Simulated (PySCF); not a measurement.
C5H11N2Si (doublet state).
Cartesian coordinates in Å at the GFN2-xTB level; atoms count from 1:
```xyz
19
C5H11N2Si angstrom
C     -1.523    0.350    1.731
Si    -1.437    0.288   -0.113
N     -2.889    1.003   -0.723
N     -1.372   -1.245   -0.924
C      0.212    1.125   -0.685
C      1.365    0.360   -0.294
C      2.303   -0.308    0.046
C      3.457   -1.085    0.451
H     -2.314    0.846    2.266
H     -0.729   -0.029    2.351
H     -3.156    1.913   -0.392
H     -3.074    0.924   -1.709
H     -2.123   -1.893   -0.750
H     -0.490   -1.730   -0.894
H      0.291    2.130   -0.266
H      0.198    1.217   -1.773
H      4.167   -1.166   -0.373
H      3.953   -0.603    1.294
H      3.152   -2.088    0.751
```

The hyperfine couplings belong to this conformer and change with its torsions.

Identity: `[Si](N)(CC#CC)(N)[CH2]` [radical].

The calculation used UKS B3LYP, pcH-1 on C H N Si, non-relativistic, mean-field spin-orbit, GIAO in PySCF 2.14.0. Isolated species at its GFN2-xTB geometry (one conformer only). GFN2-xTB frequencies show an imaginary mode (27i cm⁻¹), so this geometry is no minimum at that level. The geometry wasn't refined by DFT: couplings that depend on bond lengths, twists or pyramidal angles can differ widely from those at the functional's own minimum. No stability test was run, so a lower SCF solution isn't excluded.

Problem. The isotropic 13C couplings are +80.4, +16.5, -1.1 MHz. Assign them to C1; C5; C6.

Solution. 
```
site  a_iso (MHz)  ρ(0) (bohr⁻³)                 position  distance from C1 (Å)  spin population  largest |T| (MHz)
  C1        +80.4        +0.0716  largest spin population                  0.00            +1.04              151.2
  C5        +16.5        +0.0147          2 bonds from C1                  3.07            +0.01                4.5
  C6         -1.1        -0.0010          3 bonds from C1                  3.53             0.00                0.8
```

ρ(0) is the spin density at the nucleus and T the dipolar tensor; a_iso includes a spin–orbit part; entries for several nuclei are means. The largest Mulliken spin population is on C1 (+1.04). The angles at C1 add up to 359.8°, so it is planar; its axial dipolar tensor and the negative couplings of its protons fit spin in a p orbital normal to that plane.

The spin density at the nucleus, in bohr⁻³, is negative for Si2 (-0.0504), H9/H10 (-0.0129) and C6 (-0.0010), for instance. A restricted open-shell determinant has no negative spin density anywhere; here it arises because α and β orbitals differ (spin polarisation).

Class means assume fast exchange of nuclei equivalent by connectivity; if that motion is slow, each nucleus keeps its own coupling. The 1H value of +6.0 MHz is a mean of couplings from 0.8 to 11.2 MHz in this one geometry, not an average over conformers.
